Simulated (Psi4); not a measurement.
Here is a job for Psi4.
```
memory 2 GB

molecule {
0 1
Si   -0.14455069   -0.30873114   -0.17759945
C     1.44407506    0.39318333   -0.91772686
N    -1.26817076    0.97226702    0.02594522
F     0.12125852   -0.81327642    1.33234470
H    -0.60496721   -1.52175803   -0.85019225
H     1.29957394    0.71300355   -1.94486486
H     1.79651479    1.24991237   -0.35065422
H     2.23420189   -0.35149651   -0.91600640
H    -1.52337383    1.55104041   -0.75534691
H    -2.05682175    0.83605275    0.63709939
}

set {
  basis def2-svp
  freeze_core true
}

energy('mp3')
print_variables()
```

### Question
What does this run give for the total energy, MP2 correlation energy, nuclear repulsion energy, number of basis functions?

### Answer

The total energy comes out as -484.6727 Eh and the MP2 correlation energy is -0.5984 Eh. The nuclear repulsion energy comes out as 181.4651 Eh and the number of basis functions is 90.
